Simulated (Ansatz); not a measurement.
Reactions of ClFGeH$_{4}$OSi, SMILES `F[SiH2][O][GeH2][Cl]`.

Gas-phase electronic energies from Ansatz, PBE0-D4/def2-TZVP geometries. CBS: MP2 limit from def2 TZ/QZ plus the TZ coupled-cluster correction, frozen cores. This one scheme is used for every species. Functionals use def2-TZVPP. Elements past krypton have def2 core potentials. For Br, Ge, I outer-core shells are correlated without core-valence functions, which leaves a few kJ/mol of doubt a bond. Scalar relativity is left out up to krypton. Each species was taken in one conformer, which may not be the lowest.

```tsv
reaction	CCSD(T)/CBS(def2) (eV)
`F[SiH2][O][GeH2][Cl]` + `BCC#C` → `B[CH2][GeH2][Cl]` + `C#CO[SiH2]F`	1.25
`F[SiH2][O][GeH2][Cl]` + `O=CC=O` → `O=[CH][GeH2][Cl]` + `O=CO[SiH2]F`	0.53
`F[SiH2][O][GeH2][Cl]` + HBr → `[Cl][GeH2][Br]` + `O[SiH2]F`	?
`F[SiH2][O][GeH2][Cl]` + `CS[Si](F)(F)Cl` → `F[Si](F)(Cl)[S][GeH2][Cl]` + `CO[SiH2]F`	0.44
`F[SiH2][O][GeH2][Cl]` + `F[Si](F)(S)Cl` → `F[Si](F)(Cl)[S][GeH2][Cl]` + `O[SiH2]F`	?
`F[SiH2][O][GeH2][Cl]` + `CO[SiH](F)S[SiH2]Cl` → `CO[SiH](F)S[SiH2]F` + `Cl[SiH2][O][GeH2][Cl]`	0.06
`F[SiH2][O][GeH2][Cl]` + HCl → `[Cl][GeH2][Cl]` + `O[SiH2]F`	-0.22
`F[SiH2][O][GeH2][Cl]` + `C=C[SiH2][SiH2]Cl` → `C=C[SiH2][SiH2]F` + `Cl[SiH2][O][GeH2][Cl]`	0.17
`F[SiH2][O][GeH2][Cl]` + `ClCI` → `[Cl][GeH2][Cl]` + `F[SiH2]OCI`	-0.08
`F[SiH2][O][GeH2][Cl]` + `C=C(Cl)S[SiH3]` → `Cl[SiH2][O][GeH2][Cl]` + `C=C(F)S[SiH3]`	?
```

Problem. Fill in the missing values. (Best estimate.)

Solution. The calculation gave: `F[SiH2][O][GeH2][Cl]` + HBr → `[Cl][GeH2][Br]` + `O[SiH2]F`: -0.31 eV; `F[SiH2][O][GeH2][Cl]` + `F[Si](F)(S)Cl` → `F[Si](F)(Cl)[S][GeH2][Cl]` + `O[SiH2]F`: -0.06 eV; `F[SiH2][O][GeH2][Cl]` + `C=C(Cl)S[SiH3]` → `Cl[SiH2][O][GeH2][Cl]` + `C=C(F)S[SiH3]`: +0.63 eV.

Largest T1 diagnostic: 0.016, for `O=CC=O`.
